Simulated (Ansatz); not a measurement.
Start from `N[Si](N)([SiH3])Cl` and change one atom or group to get `N[Si](N)(F)Cl`.

Ansatz, PBE0-D4/def2-TZVP geometries, multiplicity 1. Each molecule was computed in one conformer, which needn't be the lowest.

```json
{"property": "size of the dipole moment (PBE/def2-TZVPP) / D", "`N[Si](N)([SiH3])Cl`": "2.12"}
{"property": "HOMO energy (B3LYP/def2-TZVPP) / eV", "`N[Si](N)([SiH3])Cl`": "-7.12"}
{"property": "LUMO energy (PBE0/def2-TZVPP) / eV", "`N[Si](N)([SiH3])Cl`": "0.25"}
{"property": "size of the dipole moment (ωB97M-V/def2-TZVPP) / D", "`N[Si](N)([SiH3])Cl`": "2.09"}
{"property": "LUMO energy (B3LYP/def2-TZVPP) / eV", "`N[Si](N)([SiH3])Cl`": "0.07"}
{"property": "HOMO energy (ωB97M-V/def2-TZVPP) / eV", "`N[Si](N)([SiH3])Cl`": "-9.47"}
```

Question: Give the same properties after the change, and the shifts. (Best estimate.)

Answer: Computed: 
```json
{"property": "size of the dipole moment (PBE/def2-TZVPP) / D", "`N[Si](N)(F)Cl`": "2.46", "shift": "0.34"}
{"property": "HOMO energy (B3LYP/def2-TZVPP) / eV", "`N[Si](N)(F)Cl`": "-7.77", "shift": "-0.65"}
{"property": "LUMO energy (PBE0/def2-TZVPP) / eV", "`N[Si](N)(F)Cl`": "0.68", "shift": "0.43"}
{"property": "size of the dipole moment (ωB97M-V/def2-TZVPP) / D", "`N[Si](N)(F)Cl`": "2.46", "shift": "0.37"}
{"property": "LUMO energy (B3LYP/def2-TZVPP) / eV", "`N[Si](N)(F)Cl`": "0.31", "shift": "0.24"}
{"property": "HOMO energy (ωB97M-V/def2-TZVPP) / eV", "`N[Si](N)(F)Cl`": "-10.40", "shift": "-0.93"}
```

With PBE0 the HOMO falls by 0.71 eV and the LUMO rises by 0.43 eV, so the gap widens by about 1.14 eV. PBE moves the HOMO by -0.49 eV and ωB97M-V by -0.93 eV. The zero-point energy changes by -56.7 kJ/mol with -9 modes. Dipoles are sizes alone; their direction can turn.

B3LYP here is the variant with VWN-RPA as its local correlation; programs differ in this.
